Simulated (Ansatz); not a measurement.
Born–Oppenheimer molecular dynamics of GaH₃O₃ (7 atoms, charge 0, multiplicity 1). It starts from a relaxed structure.

These are results of Ansatz 0.2.0, RKS PBE-D4/def2-SVP, not measurements.

```
ensemble        : NVT, Nosé–Hoover chain
time step       : 0.5 fs
steps asked     : 250
set temperature : 700 K
thermostat      : time constant 100 fs, chain length 3 (defaults)
seed            : 170810
```

First frame:

```xyz
7
Properties=species:S:1:pos:R:3
Ga 0.062 -0.282 0.101
O -0.077 -0.049 1.877
H -1.007 -0.026 2.168
O 1.718 -0.290 -0.576
H 1.679 -0.440 -1.538
O -1.315 -0.493 -1.046
H -2.179 -0.500 -0.595
```

**Question.** How far do the bonds stretch over the last three quarters of this one trajectory? (Pairs bonded in most of those frames.)

**Answer.** 
| bond | mean (Å) | spread (Å) | shortest | longest |
| --- | --- | --- | --- | --- |
| Ga1–O2 | 1.799 | 0.012 | 1.78 | 1.82 |
| Ga1–O4 | 1.796 | 0.023 | 1.76 | 1.85 |
| Ga1–O6 | 1.812 | 0.037 | 1.76 | 1.86 |
| O2–H3 | 0.976 | 0.007 | 0.96 | 0.99 |
| O4–H5 | 0.979 | 0.016 | 0.95 | 1.01 |
| O6–H7 | 0.978 | 0.028 | 0.93 | 1.03 |

Mean temperature of the second half: 433 K. The conserved energy stayed within 0.31 meV per atom of its start (net change 0.031 meV per atom), so the integration is sound. The mean temperature of the second half is 38 % below the set value. A run of 0.12 ps of so small a system gives no equilibrium averages.

The run took 4.6 min on 2 threads of Arm Neoverse V1, with other jobs on the host, peak memory 0.12 GiB.
